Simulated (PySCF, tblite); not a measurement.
Species: C₆H₁₁FOSi.
Z-matrix (Å and degrees, GFN2-xTB geometry), rows numbered from 1:
```
C 
C   1  1.5151
C   2  1.5378  1  117.74
C   3  1.5336  2   90.23  1  -134.46
C   4  1.5401  3   89.16  2    12.04
Si  5  1.9244  2  117.48  1    17.63
C   5  1.4621  2  115.44  1  -108.80
O   7  1.1840  5  130.95  2  -130.61
F   7  1.3844  5  110.80  2    51.34
H   1  1.0879  2  111.18  3    50.93
H   1  1.0877  2  110.21  3   171.67
H   1  1.0888  2  109.75  3   -69.08
H   2  1.0940  1  108.70  3   127.51
H   3  1.0878  2  115.91  1   106.12
H   3  1.0886  2  112.02  1   -19.97
H   4  1.0885  3  115.95  2   131.11
H   4  1.0895  3  113.70  2  -101.95
H   6  1.4637  5  106.50  2    55.74
H   6  1.4591  5  109.46  2   -65.37
H   6  1.4611  5  106.94  2   173.03
```

Method: PBE0/pcSseg-1 in PySCF (dipole) on a GFN2-xTB geometry, gas phase.

Take the most abundant isotopes and a rigid rotor. The values belong to one conformer with, in the numbering `[CH3:1][C@@H:2]1[CH2:3][CH2:4][C@@:5]1([SiH3:6])[C:7](=[O:8])[F:9]`, C4–C5–C7–O8 -28°, C1–C2–C3–C4 -134°, C2–C3–C4–C5 12°, C3–C4–C5–Si6 108°, C1–C2–C5–C4 133°.

(1) What are A, B and C (MHz)?

(2) Classify the top.

(3) Is it planar, by Δ = Ic − Ia − Ib?

(4) Give the other two planar moments, Paa and Pbb, and the rms extents of the mass along the axes.

(5) Give the coordinates in the principal-axis frame, origin at the centre of mass.

(6) List the rotational levels J(Ka,Kc) to J = 4 (cm⁻¹).

(7) Which lines would a microwave search look for?

(8) Estimate the classical rotational partition function at 25 K, 100 K and 500 K.

## Answers

(1) Ia = 311.49, Ib = 428.71, Ic = 450.75 u·Å²; 505379 MHz·u·Å²/I gives A = 1622, B = 1179, C = 1121 MHz.

(2) An asymmetric top. Ray's parameter κ = (2B − A − C)/(A − C) = -0.770; −1 is the prolate and +1 the oblate limit.

(3) Not planar: Δ = Ic − Ia − Ib = -289.45 u·Å². For a rigid frame Δ = −2 Σ m c², so Σ m c² = 144.72 u·Å² lies off the ab plane: 26.27 from hydrogen and 118.45 from heavier atoms. The atom farthest from that plane is 2.39 Å away.

(4) Paa = Σ m a² = (Ib + Ic − Ia)/2 = 283.98 and Pbb = Σ m b² = (Ia + Ic − Ib)/2 = 166.77 u·Å². With the mass M = 146.06 u, the rms extents √(P/M) along a, b and c are 1.39, 1.07, 1.00 Å.

(5) The sense of each axis is arbitrary; atoms in the order of the calculation.
```csv
atom,mass (u),a (Å),b (Å),c (Å)
C1,12.000,1.921,-0.175,-1.553
C2,12.000,1.128,0.715,-0.619
C3,12.000,1.829,1.222,0.653
C4,12.000,0.590,0.869,1.484
C5,12.000,0.036,0.082,0.282
Si6,27.977,0.096,-1.823,0.546
C7,12.000,-1.343,0.396,-0.089
O8,15.995,-2.252,0.786,0.562
F9,18.998,-1.563,0.138,-1.431
H10,1.008,2.380,-1.001,-1.014
H11,1.008,1.273,-0.579,-2.328
H12,1.008,2.708,0.404,-2.034
H13,1.008,0.709,1.545,-1.196
H14,1.008,2.120,2.270,0.650
H15,1.008,2.693,0.613,0.913
H16,1.008,0.773,0.297,2.392
H17,1.008,-0.029,1.729,1.735
H18,1.008,1.428,-2.127,1.071
H19,1.008,-0.154,-2.498,-0.723
H20,1.008,-0.916,-2.146,1.549
```

(6) Above 0(0,0):
J = 1: 1(0,1) 0.0767, 1(1,1) 0.0915, 1(1,0) 0.0934
J = 2: 2(0,2) 0.2300, 2(1,2) 0.2430, 2(1,1) 0.2488, 2(2,1) 0.2932, 2(2,0) 0.2934
J = 3: 3(0,3) 0.4595, 3(1,3) 0.4702, 3(1,2) 0.4817, 3(2,2) 0.5234, 3(2,1) 0.5242, 3(3,1) 0.6023, 3(3,0) 0.6023
J = 4: 4(0,4) 0.7647, 4(1,4) 0.7729, 4(1,3) 0.7921, 4(2,3) 0.8301, 4(2,2) 0.8326, 4(3,2) 0.9095, 4(3,1) 0.9095, 4(4,1) 1.0195, 4(4,0) 1.0195
The levels of one J sum to (2J + 1)J(J + 1)(A + B + C)/3.

(7) The dipole components are |μa| = 3.45 D, |μb| = 0.54 D, |μc| = 0.29 D. Intensities carry the squares of the components, which stand as 1.00 : 0.02 : 0.01 (a : b : c). Some lines, for components of 0.1 D or more:

```tsv
type	branch	J(Ka,Kc)	MHz	lower level (cm⁻¹)
b	Q	1(1,0) ← 1(0,1)	501	0.077
b	Q	3(2,1) ← 3(1,2)	1274	0.482
c	Q	2(2,1) ← 2(1,1)	1331	0.249
b	Q	2(2,1) ← 2(1,2)	1504	0.243
b	Q	4(2,3) ← 4(1,4)	1714	0.773
c	R	1(1,0) ← 0(0,0)	2801	0.000
a	R	3(0,3) ← 2(0,2)	6879	0.230
b	R	4(2,2) ← 3(3,1)	6907	0.602
b	R	3(1,3) ← 2(0,2)	7202	0.230
a	R	4(3,1) ← 3(3,0)	9212	0.602
c	R	4(1,3) ← 3(0,3)	9972	0.459
c	R	4(3,2) ← 3(2,2)	11575	0.523
b	R	4(4,0) ← 3(3,1)	12508	0.602
```

(8) Point group C1, symmetry number σ = 1; q = (√π/σ)·√((kT/h)³/(ABC)), k/h = 20836.6 MHz/K: 14400 at 25 K, 115000 at 100 K, 1290000 at 500 K.

Its GFN2-xTB frequencies are all real (lowest 51 cm⁻¹). Constants of a rigid frame at the computed geometry: no zero-point averaging, no centrifugal distortion. A rigid rotor knows nothing of internal rotation, which can split or shift real lines.

Hardware: one thread, Arm Neoverse V2 (aarch64) (shared host). Cost: 53 s of wall time (with the writing of density and orbital grids), 1.0 GiB resident at most. This is the PBE0/pcSseg-1 job that gave the dipole, with the shieldings it also computed.
